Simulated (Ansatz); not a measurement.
This geometry of BH4NO + FH (9 atoms, charge 0, multiplicity 1) is a first-order saddle point.

Theory: RKS PBE-D4/6-31G* (Ansatz 0.2.0).

```xyz
9
Properties=species:S:1:pos:R:3
B 0.040 -0.048 0.276
N -0.024 0.095 1.797
H -0.832 -0.316 2.268
H 0.845 -0.147 2.281
O 1.321 -0.313 -0.177
H 1.325 -0.417 -1.145
H -0.959 -0.393 -0.307
F -0.197 1.820 0.310
H -0.153 1.367 1.332
```

Q: Which two structures does it join? (They come from a converged band through this point; their orientation in space is the band's.)

A: Bonds broken: F8–H9. Bonds formed: B1–F8, N2–H9. BH4NO + FH becomes BFH5NO.

First end point:

```xyz
9
Properties=species:S:1:pos:R:3
B 0.094 -0.354 0.314
N 0.000 -0.089 1.726
H -0.852 -0.326 2.230
H 0.839 -0.163 2.302
O 1.354 -0.408 -0.225
H 1.310 -0.490 -1.195
H -0.914 -0.514 -0.327
F -0.279 2.367 0.598
H -0.186 1.624 1.210
```

Last end point:

```xyz
9
Properties=species:S:1:pos:R:3
B 0.083 0.380 0.090
N -0.109 0.212 1.763
H -0.375 -0.747 2.016
H 0.801 0.415 2.198
O 1.243 -0.441 -0.115
H 1.223 -0.797 -1.020
H -0.978 -0.006 -0.400
F 0.282 1.764 -0.036
H -0.804 0.867 2.138
```

Q: How far does it lie above each of them?

A: 0.279 eV above the first and 1.133 eV above the second. This is the barrier of this one path; another mechanism may lie lower. The orbitals stay closed-shell, which can raise the energy where a bond breaks towards radicals; this wasn't checked here.

Time of the run: 2.8 min on 1 thread of Arm Neoverse V2 (shared host), peak memory 0.12 GiB.
